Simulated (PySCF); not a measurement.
**The third ionisation energy along the second row**

All values are computed (PySCF 2.14, energy differences of UHF-based or UKS calculations, no spin-orbit coupling). Values in eV. The last column holds reference values (NIST; (s) semi-empirical, (t) theoretical, else measured). Unmarked ones compare directly (S terms, centres of terms, or small fine structure); those marked * lie between the lowest fine-structure levels and include a spin-orbit shift.

```
                       element               configurations     UHF     PBE    PBE0  MP2 (valence)  SCS-MP2 (valence)  CCSD(T) (valence)     reference
 B (dyall-av3z, spin-free X2C)               [He] 2s1 → 1s2  37.829  38.301  38.241            n/a                n/a                n/a        37.931
 C (dyall-av3z, spin-free X2C)          [He] 2s2 → [He] 2s1  45.797  47.126  47.061         47.026             47.272             47.828        47.888
 N (dyall-av3z, spin-free X2C)      [He] 2s2 2p1 → [He] 2s2  47.295  48.022  48.005         47.485             47.431             47.269  47.445 (s) *
 O (dyall-av3z, spin-free X2C)  [He] 2s2 2p2 → [He] 2s2 2p1  54.607  55.270  55.304         54.996             54.846             54.791  54.936 (s) *
 F (dyall-av3z, spin-free X2C)  [He] 2s2 2p3 → [He] 2s2 2p2  62.250  62.852  62.928         62.843             62.577             62.623  62.708 (s) *
Ne (dyall-av3z, spin-free X2C)  [He] 2s2 2p4 → [He] 2s2 2p3  61.809  63.874  63.721         63.040             63.151             63.093      63.423 *
```

"Valence" correlates the outer s and p shells and, in groups 3 to 12 and the f block, the outer d or f shell, open or full, or the next shell where the ion has no valence electron left; the wider scheme adds the next inner shell.
